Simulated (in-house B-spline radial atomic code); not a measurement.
Radial electron density of neutral arsenic, [Ar] 3d10 4s2 4p3. Computed with a B-spline radial code for spherical atoms: non-relativistic r2SCAN, spin-polarised, spherical fractional occupations, point nucleus, inside a hard spherical wall at 2.96 bohr.

Columns: r (bohr), 4πr²n(r) (electrons per bohr), bar.

```
 0.00215    1.246 #
 0.00257    1.732 ##
 0.00308    2.405 ##
 0.00369    3.316 ###
 0.00442    4.534 ####
  0.0053    6.151 ######
 0.00635     8.24 ########
 0.00761    10.89 ##########
 0.00912    14.17 #############
  0.0109       18 #################
  0.0131    22.51 #####################
  0.0157    27.29 #########################
  0.0188    31.99 ##############################
  0.0225     36.1 ##################################
   0.027    39.06 ####################################
  0.0323    40.24 ######################################
  0.0387    39.47 #####################################
  0.0464    37.13 ###################################
  0.0555    34.39 ################################
  0.0665    32.83 ###############################
  0.0797    33.94 ################################
  0.0955    38.02 ###################################
   0.114    43.37 ########################################
   0.137    47.16 ############################################
   0.164    46.19 ###########################################
   0.197    39.87 #####################################
   0.236    31.36 #############################
   0.282    25.43 ########################
   0.338    24.89 #######################
   0.405    28.37 ##########################
   0.486    30.99 #############################
   0.582    28.91 ###########################
   0.697    22.45 #####################
   0.835    14.81 ##############
       1    9.077 ########
     1.2    6.252 ######
    1.44    5.409 #####
    1.72    4.836 #####
    2.06    3.383 ###
    2.47    1.212 #
    2.93 0.004814
```

On this grid the curve has 3 maxima, near 0.0323, 0.137, 0.486 bohr.

The 4p up radial function P(r) = rR(r), positive near the nucleus:

```csv
r (bohr),P
0.00308,0.001291
0.00442,0.002601
0.00635,0.0052
0.00912,0.01025
0.0131,0.01979
0.0188,0.0371
0.027,0.06679
0.0387,0.1129
0.0555,0.175
0.0797,0.2375
0.114,0.2576
0.164,0.1706
0.236,-0.05803
0.338,-0.3316
0.486,-0.423
0.697,-0.1525
1,0.3787
1.44,0.8491
2.06,0.8259
2.93,0.03252
```
